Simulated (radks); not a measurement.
Au+, 78 electrons, occupied as [Kr] 4d10 4f14 5s2 5p5.5 5d10 6s0.5 (fractional occupations, a model configuration).

All-electron calculation, scalar-relativistic Kohn-Sham, SCAN, spin-unpolarised, spherical densities, finite nucleus; meta-GGA in the generalised Kohn-Sham scheme; Fermi nuclear charge, rms radius 5.4371 fm. Program: a radial shooting solver on a logarithmic mesh with Libxc functionals.

Energy parts (hartree):
| part | energy |
|---|---|
| total | -19009.0942 |
| kinetic | 21258.3337 |
| electron-nucleus | -47259.2763 |
| Hartree | 7355.1542 |
| exchange-correlation | -363.3058 |

Orbitals (lengths in bohr, moments of r in powers of bohr; r(90%) holds 90 % of the orbital's charge):
orbital  occ.  eigenvalue (hartree)  r(90%)      <r>
1s          2             -2971.272  0.0308  0.01687
2s          2             -525.6568   0.110  0.07110
2p          6             -454.4326   0.105  0.06424
3s          2             -124.8614   0.269   0.1837
3p          6             -104.0821   0.277   0.1850
3d         10             -81.82072   0.260   0.1678
4s          2             -27.66536   0.583   0.4069
4p          6             -20.82088   0.628   0.4331
4d         10             -12.56669   0.684   0.4582
4f         14              -3.44021   0.800   0.4982
5s          2              -4.46624    1.33   0.9272
5p        5.5              -2.65140    1.55    1.069
5d         10              -0.63013    2.39    1.533
6s        0.5              -0.51172    3.75    2.559

The highest occupied level is 6s at -13.925 eV. Summed over all electrons, <r^2> = 49.56 bohr^2, which gives a Langevin (diamagnetic) susceptibility term of -39.2 x 10^-6 cm^3/mol.

Empty levels of this run are not shown, since the potential may be unsettled where no density lies.
